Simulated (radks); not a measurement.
The manganese ion Mn+ inside a hard spherical wall (all orbitals vanish at R), configuration held at [Ar] 3d5 4s1 and not refilled when levels cross. All-electron calculation, non-relativistic Kohn-Sham, r2SCAN, spin-polarised, spherical densities, point nucleus; open shells are filled with parallel spins first; meta-GGA in the generalised Kohn-Sham scheme. Program: a radial shooting solver on a logarithmic mesh with Libxc functionals. Eigenvalues in eV for spin up, with the zero of energy where the potential of the charges vanishes at infinity; a dash marks a level that is unbound or too diffuse for the functional's potential to be trusted. A positive occupied level is held by the wall or, in an anion where self-interaction has pushed it up, behind a barrier. The pressure on the wall is -dE/dV.

R (bohr) = free: E (hartree) -1150.72317; kinetic (hartree) 1149.831; e(3s) -97.363; e(3p) -66.208; e(3d) -16.991; e(4s) -12.725; e(4p, empty) -7.506; e(5s, empty) -; pressure (GPa) 0
R (bohr) = 20: E (hartree) -1150.72317; kinetic (hartree) 1149.831; e(3s) -97.363; e(3p) -66.208; e(3d) -16.991; e(4s) -12.725; e(4p, empty) -7.506; e(5s, empty) -; pressure (GPa) < 0.0001
R (bohr) = 15: E (hartree) -1150.72317; kinetic (hartree) 1149.831; e(3s) -97.363; e(3p) -66.208; e(3d) -16.991; e(4s) -12.725; e(4p, empty) -7.506; e(5s, empty) -; pressure (GPa) < 0.0001
R (bohr) = 8: E (hartree) -1150.72285; kinetic (hartree) 1149.835; e(3s) -97.344; e(3p) -66.189; e(3d) -16.973; e(4s) -12.706; e(4p, empty) -7.436; e(5s, empty) 0.510; pressure (GPa) 0.0189
R (bohr) = 7: E (hartree) -1150.72159; kinetic (hartree) 1149.847; e(3s) -97.289; e(3p) -66.134; e(3d) -16.921; e(4s) -12.645; e(4p, empty) -7.268; e(5s, empty) 2.381; pressure (GPa) 0.119
R (bohr) = 4: E (hartree) -1150.57716; kinetic (hartree) 1150.563; e(3s) -94.986; e(3p) -63.871; e(3d) -14.758; e(4s) -8.345; e(4p, empty) -0.473; e(5s, empty) 35.071; pressure (GPa) 32.4
R (bohr) = 3: E (hartree) -1150.00440; kinetic (hartree) 1152.791; e(3s) -90.136; e(3p) -59.141; e(3d) -9.744; e(4s) 4.877; e(4p, empty) 16.205; e(5s, empty) 91.095; pressure (GPa) 322
R (bohr) = 2.5: E (hartree) -1148.93645; kinetic (hartree) 1156.724; e(3s) -84.105; e(3p) -53.118; e(3d) -2.788; e(4s) 25.565; e(4p, empty) 39.893; e(5s, empty) 158.83; pressure (GPa) 1310
R (bohr) = 2: E (hartree) -1145.54116; kinetic (hartree) 1168.802; e(3s) -70.328; e(3p) -38.725; e(3d) 14.145; e(4s) 79.109; e(4p, empty) 96.888; e(5s, empty) 303.68; pressure (GPa) 7100
R (bohr) = 1.5: E (hartree) -1131.81703; kinetic (hartree) 1212.055; e(3s) -28.721; e(3p) 5.578; e(3d) 62.698; e(4s) 241.55; e(4p, empty) 258.45; e(5s, empty) 673.46; pressure (GPa) 56500
